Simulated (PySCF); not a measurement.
C4H3NO3.
Z-matrix (Å and degrees, PBE0-D3(BJ)/def2-SVP geometry), rows numbered from 1:
```
O 
C   1  1.1931
O   2  1.3432  1  125.44
C   3  1.3609  2  119.96  1    -0.05
C   4  1.4191  3  122.97  2  -179.93
N   5  1.3055  4  110.77  3   179.90
O   6  1.3577  5  106.22  4     0.06
C   7  1.3357  6  110.81  5    -0.06
H   2  1.1069  1  126.01  3   179.87
H   5  1.0892  4  128.50  3    -0.09
H   8  1.0845  4  134.14  3     0.17
```

Method: core-valence-separated Tamm–Dancoff BHandHLYP/aug-pcX-1 (pcseg-1 on H) in PySCF, non-relativistic, gas phase, PBE0-D3(BJ)/def2-SVP geometry. The energies are unshifted.

**Question.** Give energies, oscillator strengths and core holes at the C K edge.

**Answer.** 
```csv
E (eV),f,core hole on,main final orbital,polarisation
283.72,0.0586,C5,LUMO+1 (53 %),out of plane
284.23,0.0655,C8,LUMO (56 %),out of plane
285.01,0.0844,C2,LUMO (49 %),out of plane
285.58,0.0577,C4,LUMO (47 %),out of plane
287.13,0.0252,C5,"LUMO/LUMO+3 (2 roots, f summed)",mixed
287.43,0.0098,C4,LUMO+1 (67 %),out of plane
288.00,0.0155,C8,LUMO+4 (42 %),in plane
288.04,0.0486,C4,LUMO+6 (31 %),in plane
288.15,0.0073,C4,LUMO (43 %),out of plane
288.23,0.0004,C8,LUMO+1 (78 %),–
288.25,0.0026,C5,LUMO+6 (54 %),in plane
288.51,0.0028,C5,LUMO+1 (37 %),out of plane
288.58,0.0048,C5,LUMO+4 (39 %),in plane
288.70,0.0063,C5,LUMO+5 (71 %),out of plane
288.92,0.0037,C4,LUMO+2 (54 %),in plane
288.95,0.0030,C8,LUMO+2 (38 %),in plane
289.00,0.0003,C5,spread,–
```

The first line with a tenth or more of the strongest one's intensity is at 283.72 eV (f = 0.059), with the hole on C5 (aromatic CH next to a ring nitrogen), polarised out of plane: a 1s→π* resonance. The strongest listed is at 285.01 eV (f = 0.084; C2, 1s→π*).

**Question.** What does the O 1s absorption edge look like?

**Answer.** 
| E (eV) | f | core hole on | main final orbital | polarisation |
| --- | --- | --- | --- | --- |
| 529.32 | 0.0476 | O1 | LUMO (59 %) | out of plane |
| 532.83 | 0.0321 | O7 | LUMO (54 %) | out of plane |
| 533.42 | 0.0214 | O3 | LUMO (47 %) | out of plane |
| 534.31 | 0.0004 | O1 | LUMO+2 (55 %) | – |
| 534.53 | 0.0000 | O1 | LUMO+1 (60 %) | – |
| 534.87 | 0.0010 | O1 | LUMO+4 (31 %) | in plane |
| 535.19 | 0.0066 | O1 | LUMO+6 (53 %) | in plane |
| 535.45 | 0.0516 | O7 | spread | in plane |
| 535.49 | 0.0003 | O1 | LUMO+5 (67 %) | – |
| 535.64 | 0.0039 | O3 | LUMO (49 %) | out of plane |
| 535.70 | 0.0022 | O1 | LUMO+7 (39 %) | in plane |
| 535.76 | 0.0118 | O3 | LUMO+6 (35 %) | in plane |
| 536.14 | 0.0032 | O1 | LUMO+3 (41 %) | in plane |
| 536.23 | 0.0123 | O3 | LUMO+2 (64 %) | in plane |
| 536.40 | 0.0001 | O1 | LUMO+9 (78 %) | – |

The first line with a tenth or more of the strongest one's intensity is at 529.32 eV (f = 0.048), with the hole on O1 (ester carbonyl oxygen), polarised out of plane: a 1s→π* resonance. The strongest listed is at 535.45 eV (f = 0.052; O7).

**Question.** What does the N 1s absorption edge look like?

**Answer.** 
| E (eV) | f | core hole on | main final orbital | polarisation |
| --- | --- | --- | --- | --- |
| 397.87 | 0.0602 | N6 | LUMO+1 (56 %) | out of plane |
| 401.01 | 0.0720 | N6 | spread | in plane |
| 402.73 | 0.0008 | N6 | LUMO (66 %) | – |
| 402.97 | 0.0014 | N6 | LUMO+3 (61 %) | in plane |
| 403.61 | 0.0009 | N6 | LUMO+4 (46 %) | – |
| 403.79 | 0.0005 | N6 | LUMO+6 (47 %) | – |
| 403.88 | 0.0008 | N6 | LUMO+5 (64 %) | – |

The first line with a tenth or more of the strongest one's intensity is at 397.87 eV (f = 0.060), with the hole on N6 (pyridine-type nitrogen), polarised out of plane: a 1s→π* resonance. The strongest listed is at 401.01 eV (f = 0.072; N6).

Roots within 0.03 eV whose holes lie on the same, on equivalent or on shared atoms are summed into one line, and the highest roots are left out, as the search may have cut off their partners. Final orbitals are the ground state's empty Kohn–Sham orbitals. A dash: too weak, shared between unlike atoms, or no plane or axis to refer to.

**Question.** What length of transition dipole belongs to the line at 283.72 eV?

**Answer.** From f = (2/3) ΔE |μ|² in atomic units, with ΔE = 10.427 Eh and f = 0.0586: |μ| = 0.092 au = 0.23 D.

The list ends where the root search ended, not at a threshold.

One conformer stands for the species.
